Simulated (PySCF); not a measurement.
Molecule: SMILES CC(C)C#CC(F)(F)F, C6H7F3.

Geometry (Å), atoms numbered from 1 in this order:
```xyz
16

C    -1.2798    0.9776    1.1595
C    -0.9754   -0.2844    0.3474
C    -1.8308   -0.3534   -0.9208
C     0.4261   -0.3086   -0.0085
C     1.5844   -0.2981   -0.3225
C     2.9902   -0.3215   -0.6807
F     3.5745    0.8818   -0.5434
F     3.6942   -1.1770    0.0824
F     3.1855   -0.6985   -1.9568
H    -1.0802    1.8664    0.5658
H    -2.3268    0.9825    1.4521
H    -0.6657    1.0160    2.0559
H    -1.1732   -1.1683    0.9656
H    -2.8843   -0.3660   -0.6530
H    -1.6423    0.5122   -1.5512
H    -1.6043   -1.2517   -1.4897
```

Frames of a GFN2-xTB Langevin trajectory at 300 K; GIAO PBE0/pcSseg-1 shieldings in PySCF 2.14.0 with density-fitted response routines, gas phase, non-relativistic; equivalent atoms averaged within each frame.

Scale: TMS for $^{13}$C (σ = 186.93 ppm) and $^{1}$H (σ = 31.72 ppm); $^{19}$F (σ = 170.95 ppm) against CFCl3 (reference shieldings calculated alike). The references are static minima.

Question: How do the shifts (ppm) fluctuate along the trajectory?

Answer: 
| time (fs) | C6 | C4 | C5 | C1/C3 | C2 | F7/F8/F9 | H10/H11/H12/H14/H15/H16 | H13 |
| --- | --- | --- | --- | --- | --- | --- | --- | --- |
| 250 | 123.7 | 100.8 | 74.2 | 27.5 | 16.3 | -63.6 | 1.84 | 1.51 |
| 425 | 126.8 | 99.2 | 79.9 | 32.3 | 21.5 | -61.9 | 1.84 | 2.58 |
| 625 | 127.2 | 111.5 | 79.1 | 29.5 | 23.1 | -57.4 | 1.92 | 3.33 |
| 800 | 126.8 | 107.0 | 73.1 | 21.0 | 26.2 | -51.6 | 1.20 | 3.33 |
| 1000 | 119.1 | 100.9 | 77.5 | 26.0 | 27.5 | -72.9 | 1.54 | 3.56 |
| mean of frames | 124.7 | 103.9 | 76.8 | 27.3 | 22.9 | -61.5 | 1.67 | 2.86 |
| standard deviation | 3.5 | 5.2 | 3.0 | 4.2 | 4.4 | 7.9 | 0.30 | 0.84 |

5 frames give an uncertainty of the mean of about the standard deviation over 2.2 at best, since frames this close in time may not be independent; classical motion lacks zero-point vibration, and the reference would need the same averaging.
